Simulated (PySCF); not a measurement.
PySCF job for C6H5N3, SMILES c1ccc2[nH]nnc2c1, B3LYP-D3(BJ)/def2-SVP. The structure is a stationary point at B3LYP-D3(BJ)/def2-SVP.

```python
import numpy as np
from pyscf import gto, scf, dft, df
from pyscf.hessian import thermo

mol = gto.M(
    atom='''
    C     0.69707651   -2.11146473    0.00000000
    C    -0.72051751   -2.09642132    0.00000000
    C    -1.44474311   -0.91022174    0.00000000
    C    -0.69574929    0.27717724    0.00000000
    N    -0.99719013    1.60907425    0.00000000
    N     0.13194763    2.36222445    0.00000000
    N     1.15477878    1.58468012    0.00000000
    C     0.71888495    0.27564540    0.00000000
    C     1.43312535   -0.93475138    0.00000000
    H     1.21419224   -3.07338702    0.00000000
    H    -1.25838012   -3.04738741    0.00000000
    H    -2.53614006   -0.90832413    0.00000000
    H    -1.89907177    2.06948714    0.00000000
    H     2.52418437   -0.93202116    0.00000000
    ''',
    basis='def2-SVP',
    charge=0,
    spin=0,
    max_memory=1600,
    verbose=3,
)
mf = dft.RKS(mol, xc='b3lyp').density_fit(auxbasis='def2-universal-jkfit')
mf.disp = 'd3bj'
mf.grids.level = 3
mf.conv_tol = 1e-11
mf.max_cycle = 100
mf.kernel()

# [left out here: the lines that compute and print the analytic Hessian (its translational invariance restored by hand, since the grid's response is missing), thermochemistry and intensities]
```

It prints:

```
converged SCF energy = -395.606431486946

WARN: DFTD3 does not support analytical Hessian, using finite difference


WARN: Mole.unit (angstrom) is changed to Bohr

Mode                                 0                   1                   2
Irrep
Freq [cm^-1]                      223.9702            267.8945            417.0109
Reduced mass [au]                   5.5871              4.9007              5.0808
Force const [Dyne/A]                0.1651              0.2072              0.5206
Char temp [K]                     322.2432            385.4406            599.9858
Normal mode                   x     y     z       x     y     z       x     y     z
       0   C                 0.00 -0.00  0.09    0.00  0.00  0.09    0.07  0.00  0.00
       1   C                 0.00  0.00  0.09    0.00  0.00 -0.08    0.07 -0.01  0.00
       2   C                -0.00 -0.00 -0.06   -0.00 -0.00 -0.08   -0.02 -0.04 -0.00
       3   C                -0.00  0.00 -0.13   -0.00  0.00  0.04   -0.11  0.04  0.00
       4   N                 0.00  0.00  0.01    0.00  0.00  0.14    0.00  0.09 -0.00
       5   N                 0.00  0.00  0.12    0.00 -0.00 -0.02    0.09 -0.01 -0.00
       6   N                -0.00 -0.00  0.02   -0.00 -0.00 -0.13    0.00 -0.10  0.00
       7   C                -0.00 -0.00 -0.13   -0.00 -0.00 -0.04   -0.11 -0.03  0.00
       8   C                -0.00  0.00 -0.07    0.00  0.00  0.07   -0.03  0.04 -0.00
       9   H                 0.00  0.00  0.21    0.00  0.00  0.18    0.10  0.02 -0.00
      10   H                 0.00 -0.00  0.21    0.00  0.00 -0.18    0.10 -0.03  0.00
      11   H                -0.00 -0.00 -0.05   -0.00 -0.00 -0.16   -0.02 -0.17 -0.00
      12   H                 0.00  0.00  0.11    0.00  0.00  0.18    0.06  0.20 -0.00
      13   H                -0.00  0.00 -0.06    0.00  0.00  0.13   -0.03  0.18 -0.00
Mode                                 3                   4                   5
Irrep
[...]
      11   H                 0.01 -0.13  0.00    0.08 -0.33  0.00    0.01 -0.45 -0.00
      12   H                 0.26  0.25 -0.00    0.04  0.03  0.00   -0.01 -0.07 -0.00
      13   H                -0.03 -0.12 -0.00    0.08  0.49  0.00    0.02 -0.22 -0.00
Mode                                21                  22                  23
Irrep
Freq [cm^-1]                     1257.5665           1291.0632           1297.9451
Reduced mass [au]                   2.2175              2.7250              2.4786
Force const [Dyne/A]                2.0662              2.6762              2.4602
Char temp [K]                    1809.3582           1857.5525           1867.4540
Normal mode                   x     y     z       x     y     z       x     y     z
       0   C                 0.00  0.02  0.00    0.00 -0.02 -0.00   -0.03  0.05  0.00
       1   C                 0.02  0.01 -0.00    0.01  0.05  0.00   -0.01  0.02 -0.00
       2   C                 0.06  0.00 -0.00   -0.02 -0.05  0.00    0.00  0.01 -0.00
       3   C                -0.08 -0.06 -0.00    0.09 -0.11  0.00    0.06 -0.03  0.00
       4   N                 0.01 -0.06  0.00   -0.07  0.02 -0.00   -0.03  0.04  0.00
       5   N                 0.04 -0.01  0.00    0.07  0.01 -0.00   -0.01 -0.00  0.00
       6   N                -0.01  0.10 -0.00   -0.09 -0.02  0.00    0.05  0.08 -0.00
       7   C                -0.11 -0.06 -0.00    0.07  0.02  0.00   -0.03 -0.16 -0.00
       8   C                 0.04  0.00 -0.00   -0.04  0.02  0.00   -0.02 -0.07 -0.00
       9   H                 0.04  0.04 -0.00    0.01 -0.01  0.00    0.36  0.27 -0.00
      10   H                -0.21  0.14  0.00   -0.14  0.14 -0.00    0.05 -0.01 -0.00
      11   H                 0.06  0.38  0.00   -0.02  0.02 -0.00    0.00 -0.17 -0.00
      12   H                 0.17  0.24  0.00    0.16  0.48 -0.00   -0.06 -0.01 -0.00
      13   H                 0.04 -0.32  0.00   -0.05  0.11 -0.00   -0.03  0.33  0.00
Mode                                24                  25                  26
Irrep
Freq [cm^-1]                     1352.9072           1424.8622           1436.0605
Reduced mass [au]                   3.3836              2.7568              4.3667
Force const [Dyne/A]                3.6489              3.2976              5.3058
Char temp [K]                    1946.5322           2050.0595           2066.1713
Normal mode                   x     y     z       x     y     z       x     y     z
       0   C                -0.06 -0.05  0.00   -0.00 -0.02 -0.00   -0.11 -0.02  0.00
       1   C                 0.00 -0.04 -0.00    0.05 -0.05 -0.00    0.13 -0.04 -0.00
       2   C                -0.00  0.10 -0.00   -0.05  0.03  0.00   -0.01  0.03  0.00
       3   C                -0.06  0.06 -0.00    0.06 -0.03  0.00   -0.10 -0.05 -0.00
       4   N                 0.02 -0.08  0.00   -0.00  0.10  0.00    0.02  0.02  0.00
       5   N                 0.07 -0.05  0.00    0.05 -0.09 -0.00   -0.05  0.06  0.00
       6   N                -0.11  0.05 -0.00   -0.04  0.06 -0.00    0.02 -0.05  0.00
       7   C                 0.06 -0.01 -0.00   -0.01 -0.05  0.00    0.11 -0.04 -0.00
       8   C                 0.02  0.03 -0.00   -0.01  0.10  0.00    0.00  0.04 -0.00
       9   H                 0.18  0.08 -0.00   -0.15 -0.10  0.00    0.12  0.10 -0.00
      10   H                 0.21 -0.16 -0.00   -0.17  0.07  0.00   -0.22  0.16  0.00
      11   H                -0.00 -0.29  0.00   -0.05 -0.08 -0.00   -0.02  0.19  0.00
      12   H                 0.14  0.13  0.00   -0.23 -0.34 -0.00   -0.03 -0.07  0.00
      13   H                 0.03  0.08  0.00   -0.01 -0.25 -0.00    0.00  0.14 -0.00
Mode                                27                  28                  29
Irrep
Freq [cm^-1]                     1499.4839           1538.0161           1644.1471
Reduced mass [au]                   3.3896              3.2721              6.9551
Force const [Dyne/A]                4.4904              4.5604             11.0774
Char temp [K]                    2157.4235           2212.8628           2365.5616
Normal mode                   x     y     z       x     y     z       x     y     z
       0   C                -0.00 -0.05  0.00   -0.09 -0.10 -0.00    0.09  0.01 -0.00
       1   C                -0.03 -0.02 -0.00   -0.04  0.10  0.00   -0.11  0.05  0.00
       2   C                 0.01  0.12 -0.00    0.05 -0.05 -0.00    0.07 -0.01 -0.00
       3   C                 0.04 -0.09  0.00   -0.02 -0.08 -0.00   -0.12 -0.06 -0.00
       4   N                -0.03 -0.01  0.00    0.01  0.06  0.00    0.02  0.04  0.00
       5   N                -0.05  0.08  0.00    0.02 -0.03 -0.00    0.00  0.01 -0.00
       6   N                 0.07 -0.05 -0.00   -0.01 -0.00  0.00   -0.01  0.01 -0.00
       7   C                -0.06 -0.03 -0.00   -0.04  0.09  0.00    0.12 -0.08  0.00
       8   C                 0.02  0.10 -0.00    0.07  0.02 -0.00   -0.06  0.05  0.00
       9   H                -0.00 -0.06 -0.00    0.32  0.11  0.00   -0.07 -0.09  0.00
      10   H                 0.13 -0.12 -0.00    0.24 -0.05 -0.00    0.14 -0.09 -0.00
      11   H                 0.02 -0.30  0.00    0.06  0.08  0.00    0.08  0.02  0.00
      12   H                 0.08  0.21  0.00   -0.12 -0.18 -0.00   -0.06 -0.10  0.00
      13   H                 0.02 -0.24 -0.00    0.09  0.01  0.00   -0.07 -0.05 -0.00
Mode                                30                  31                  32
Irrep
Freq [cm^-1]                     1684.5173           3182.3135           3194.2029
Reduced mass [au]                   7.2774              1.0874              1.0911
Force const [Dyne/A]               12.1669              6.4879              6.5589
Char temp [K]                    2423.6453           4578.6407           4595.7468
Normal mode                   x     y     z       x     y     z       x     y     z
       0   C                 0.04  0.07  0.00    0.02 -0.04 -0.00    0.03 -0.05  0.00
       1   C                 0.01 -0.05 -0.00    0.03  0.05  0.00   -0.02 -0.02 -0.00
       2   C                 0.02  0.12 -0.00   -0.03 -0.00  0.00    0.04  0.00 -0.00
       3   C                -0.05 -0.14 -0.00    0.00  0.00 -0.00   -0.00 -0.00  0.00
       4   N                 0.00  0.04  0.00    0.00  0.00 -0.00    0.00  0.00  0.00
       5   N                 0.03 -0.02  0.00   -0.00 -0.00 -0.00   -0.00  0.00 -0.00
       6   N                -0.01  0.00 -0.00    0.00 -0.00  0.00    0.00 -0.00 -0.00
       7   C                -0.01  0.11 -0.00    0.00 -0.00  0.00   -0.00 -0.00 -0.00
       8   C                -0.01 -0.13 -0.00   -0.01  0.00  0.00   -0.02  0.00  0.00
       9   H                -0.08  0.01 -0.00   -0.24  0.45 -0.00   -0.33  0.61 -0.00
      10   H                -0.06 -0.02  0.00   -0.35 -0.63 -0.00    0.15  0.26  0.00
      11   H                 0.02 -0.13  0.00    0.34  0.00  0.00   -0.51 -0.00 -0.00
      12   H                -0.07 -0.10  0.00   -0.00 -0.00 -0.00   -0.00  0.00  0.00
      13   H                -0.01  0.14 -0.00    0.14 -0.00  0.00    0.28 -0.00 -0.00
Mode                                33                  34                  35
Irrep
Freq [cm^-1]                     3203.3801           3213.3990           3655.7938
Reduced mass [au]                   1.0970              1.0972              1.0828
Force const [Dyne/A]                6.6326              6.6749              8.5262
Char temp [K]                    4608.9508           4623.3657           5259.8733
Normal mode                   x     y     z       x     y     z       x     y     z
       0   C                 0.01 -0.01 -0.00    0.01 -0.03  0.00    0.00  0.00 -0.00
       1   C                -0.02 -0.04 -0.00   -0.01 -0.01 -0.00   -0.00  0.00  0.00
       2   C                -0.06  0.00  0.00   -0.01  0.00 -0.00   -0.00 -0.00 -0.00
       3   C                 0.00  0.00 -0.00   -0.00  0.00 -0.00    0.00 -0.00 -0.00
       4   N                -0.00 -0.00 -0.00   -0.00  0.00 -0.00   -0.06  0.03  0.00
       5   N                -0.00 -0.00 -0.00    0.00 -0.00  0.00   -0.00  0.00 -0.00
       6   N                -0.00 -0.00  0.00    0.00  0.00  0.00    0.00 -0.00  0.00
       7   C                 0.00 -0.00  0.00   -0.00  0.00  0.00    0.00  0.00  0.00
       8   C                -0.02  0.00  0.00    0.08  0.00 -0.00   -0.00 -0.00  0.00
       9   H                -0.10  0.18  0.00   -0.17  0.32 -0.00    0.00 -0.00  0.00
      10   H                 0.26  0.46  0.00    0.07  0.12  0.00   -0.00 -0.00  0.00
      11   H                 0.72  0.00  0.00    0.10 -0.00 -0.00   -0.00  0.00 -0.00
      12   H                 0.00 -0.00 -0.00    0.00 -0.00 -0.00    0.85 -0.44 -0.00
      13   H                 0.26 -0.00  0.00   -0.86  0.00 -0.00    0.00  0.00  0.00
temperature 298.1500 [K]
pressure 101325.00 [Pa]
Rotational constants [GHz] 4.00474 1.66836 1.17772
Symmetry number 1
Zero-point energy (ZPE) 0.10661 [Eh]   279897.645 [J/mol]
                           tot       elec      trans        rot        vib
Entropy [J/mol/K]       324.285      0.000    168.363    117.586     38.336
Cv [J/mol/K]             99.290      0.000     12.472     12.472     74.346
Cp [J/mol/K]            107.604      0.000     20.786     12.472     74.346
Internal energy [J/mol]                      3718.434   3718.434 287746.648
Internal energy [Eh]   -395.49400  -395.60643
Enthalpy [J/mol]                             6197.391   3718.434 287746.648
Enthalpy [Eh]          -395.49306
Gibbs free energy [J/mol]                  -43999.999 -31339.899 276316.894
Gibbs free energy [Eh] -395.52988
mode   freq/cm-1   IR/(km/mol)
   1      223.97         0.279
   2      267.89         3.965
   3      417.01         5.162
   4      442.60         7.286
   5      537.99        50.784
   6      547.32         0.338
   7      596.80        14.560
   8      642.07         0.063
   9      706.24        29.957
  10      769.01        42.407
  11      799.23         2.534
  12      803.46         7.426
  13      882.88         0.388
  14      909.86         0.309
  15      976.40         0.743
  16     1008.80         2.286
  17     1017.51         0.001
  18     1032.14        26.351
  19     1045.82        16.576
  20     1133.15         2.665
  21     1159.44         3.432
  22     1257.57        18.003
  23     1291.06        13.399
  24     1297.95         1.125
  25     1352.91        51.888
  26     1424.86         1.002
  27     1436.06         0.877
  28     1499.48         9.284
  29     1538.02         1.461
  30     1644.15         2.424
  31     1684.52         7.045
  32     3182.31         1.077
  33     3194.20         6.284
  34     3203.38         9.262
  35     3213.40         4.021
  36     3655.79       106.823
max |gradient| / (hartree/bohr): 4.0841033752962025e-05
APT charges: [-0.1051  0.0058 -0.0133  0.1164 -0.2962 -0.0109 -0.2046  0.0068  0.0812
  0.0343  0.0341  0.0403  0.2556  0.0557]
```

The run converged.
